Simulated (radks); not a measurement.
The argon ion Ar2+, 16 electrons, occupied as [Ne] 3s2 3p3 5p1 (not the ground configuration). All-electron calculation, non-relativistic Kohn-Sham, BLYP, spin-unpolarised, spherical densities, point nucleus. Program: a radial shooting solver on a logarithmic mesh with Libxc functionals.

Normalised radial functions P(r) = r R(r), r in bohr:

```
   r/bohr * 2s, o 3s (the largest magnitude, 1.59, reaches the edge; | marks zero, & curves that meet)
 0.007546                             | o  *
  0.01006                             | o   *
  0.01332                             |  o   *
  0.01776                             |  o     *
   0.0235                             |   o      *
  0.03134                             |   o       *
  0.04147                             |    o       *
  0.05531                             |   o        *
  0.07378                             |  o      *
  0.09761                             | o  *
   0.1302                          * o|
   0.1723                *       o    |
   0.2298       *             o       |
    0.304  *                  o       |
   0.4055   *                    o    |
   0.5365         *                   |o
   0.7155                 *           |        o
   0.9467                        *    |              o
    1.263                            *|               o
    1.671                             *           o
    2.228                             *     o
    2.948                             * o
    3.933                             &
    5.203                             &
     6.94                             &
    9.182                             &
    12.25                             &
     16.2                             &
    21.61                             &
```

2s: eigenvalue -337.88 eV, 1 radial node at r = 0.117 bohr, <r> = 0.416 bohr, 90 % of the charge inside 0.649 bohr. 3s: eigenvalue -60.468 eV, 2 radial nodes at r = 0.114, 0.515 bohr, <r> = 1.30 bohr, 90 % of the charge inside 1.93 bohr.
